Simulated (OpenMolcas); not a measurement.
O⁵⁺: from CASSCF to CASPT2

```yaml
Program: OpenMolcas 26.06
Basis: ANO-RCC-VQZP [5s4p3d2f1g]
Scalar_Hamiltonian: DKH2, point nucleus
Active_space: 1 electron in 4 orbitals (2s 2p)
State_averaging: 2S+1 = 2 even, 1 root; 2S+1 = 2 odd, 3 roots
Spin-orbit_coupling: state interaction with AMFI integrals over the reference wave functions, term energies averaged over their components
```

Methods on the same reference wave functions:
A. CASSCF
B. SS-CASPT2, IPEA 0.25 Eh, imaginary shift 0.1 Eh (closed shells correlated: 1s)

Energies in cm-1 above 2s 2S 1/2, the measured ground level; measured values from Moore, Selected Tables of Atomic Spectra, NSRDS-NBS 3, section 8.

```
     Level      A      B  Measured
 2s 2S 1/2    0.0    0.0       0.0
2p 2P* 1/2  97303  96760     96375
2p 2P* 3/2  97817  97274     96908
```

Deviations, from unrounded energies. A percentage is the sum of absolute deviations over the sum of measured energies, with the sign that they share, or ± where signs differ.

```csv
Against measurement,Levels,A,B
mean absolute deviation (cm-1),2,920,380
other configurations (%),2,+1.0,+0.4
```

B lies closest to measurement on these levels. The largest miss of B in the table is 2p 2P* 1/2, by +390 cm-1. The ranking rests on the paired levels alone, and a cruder setting can come out closer through cancelling errors.

The lowest spin-free term lies below A's lowest term by 0.007 hartree in B.

With one active electron the reference holds no correlation, so core polarisation is missing (holds for A). With one active electron, CASPT2 adds the correlation within the correlated inactive shells and between them and that electron, and leaves the splitting within a term as the reference gives it (holds for B). Measured partners are found by configuration, term and J. A level has none where our copy of the source lacks it or the pairing is in doubt (some pairs that miss far off the trend of their configuration count as doubtful), and it then counts in no deviation. Levels of configurations outside the active space are missing.

* marks odd parity.
